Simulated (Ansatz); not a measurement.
Born–Oppenheimer molecular dynamics of F$_{2}$GeH$_{4}$O (8 atoms, charge 0, multiplicity 1). It starts at the highest image of a converged band. Of that band: Neighbouring images differ by up to 1.7 eV, so the band resolves the path poorly. A vibrational analysis at the climbing image gives one clearly imaginary mode, 1337i cm⁻¹: a first-order saddle point.

Method: RKS BLYP/def2-SVP (Ansatz).

* ensemble: NVE (velocity Verlet)
* time step: 0.5 fs
* steps asked: 200
* starting velocities drawn for: 100 K
* seed: 4120

First frame:

```xyz
8
Properties=species:S:1:pos:R:3
Ge -0.280 -0.049 -0.206
H 0.025 -1.099 1.312
F 1.150 0.860 0.265
F -1.061 1.264 -1.102
H -0.103 -1.172 -1.250
O -1.882 -0.203 0.967
H -2.297 0.634 1.276
H -0.958 -0.741 1.539
```

(1) What does the run give?

(2) What happens to the structure?

(3) How do temperature and energy run in time?

Results:

(1) All steps were run.

- steps done: 200
- time covered: 100 fs
- mean temperature over the second half: 1819 K
- spread of the potential energy over the second half: 17.4 meV per atom
- mean potential energy of the second half above the start: -166.6 meV per atom

The conserved energy stayed within 0.075 meV per atom of its start (net change -0.067 meV per atom), so the integration is sound. The kinetic energy rose, since the run started high on the potential surface and went downhill. It ends in pieces (F2GeH2O + H2), so much of that is their flight and rotation, not heat. A run of 0.1 ps of so small a system gives no equilibrium averages. The orbitals stay closed-shell, which can raise the energy where a bond breaks towards radicals; this wasn't checked here.

(2) Between its relaxed ends the band would form Ge1–O6, H2–H8 and break Ge1–H2, O6–H8. These pairs go: Ge1–O6 1.99 → 1.77 Å, H2–H8 1.07 → 0.77 Å, Ge1–H2 1.87 → 9.37 Å, O6–H8 1.21 → 9.57 Å. In the last frame they stand as after the step (other bonds may differ from the relaxed reactants and products). It ends as F2GeH2O + H2. Pairs count as bonded within 1.25 times the sum of covalent radii (0.12 Å more for H–H). Another seed would give other details.

(3) 
```
time (fs)  T (K)  potential energy less start (eV)  conserved less start (meV/atom)
        0    100                             0.000                             0.00
        8     90                             0.008                             0.04
       16    607                            -0.393                             0.06
       24   1586                            -1.152                            -0.01
       32   1721                            -1.257                             0.01
       40   1530                            -1.109                             0.07
       48   1906                            -1.400                             0.03
       56   1984                            -1.461                             0.01
       64   1807                            -1.324                            -0.01
       72   1819                            -1.333                             0.01
       80   2071                            -1.529                            -0.03
       88   1569                            -1.139                            -0.01
       96   1647                            -1.200                            -0.04
```

The run took 4.2 min on 2 threads of Arm Neoverse V1 (shared host), peak memory 0.12 GiB.
